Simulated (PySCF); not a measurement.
C₅H₇F, SMILES C(=C/F)(/C=C)C. Coordinates come from a B3LYP-D3(BJ)/def2-SVP optimisation. Other conformers were not sampled.

Give the equilibrium geometry at B3LYP-D3(BJ)/def2-SVP (PySCF confirms it by a frequency run) as bond lengths and angles, and its point group. (The exact figures need the calculation; the answer reports its results.)

This is not unique; one that fits is point group Cs.
Atoms: C1 C2 C3 C4 C5 F6 H7 H8 H9 H10 H11 H12 H13. Bonds (Å): C1–C2 1.343, C1–H7 1.093, C1–H8 1.093, C2–C3 1.464, C2–H9 1.094, C3–C4 1.505, C3–C5 1.344, C4–H10 1.100, C4–H11 1.103, C4–H12 1.103, C5–F6 1.341, C5–H13 1.094. Angles (°): C2–C1–H7 122.4, C2–C1–H8 120.9, H7–C1–H8 116.7, C1–C2–C3 125.3, C1–C2–H9 119.2, C3–C2–H9 115.6, C2–C3–C4 120.1, C2–C3–C5 120.4, C4–C3–C5 119.5, C3–C4–H10 111.7, C3–C4–H11 111.0, C3–C4–H12 111.0, H10–C4–H11 108.0, H10–C4–H12 108.0, H11–C4–H12 107.0, C3–C5–F6 122.6, C3–C5–H13 124.9, F6–C5–H13 112.5.
Charge 0, spin multiplicity 1.
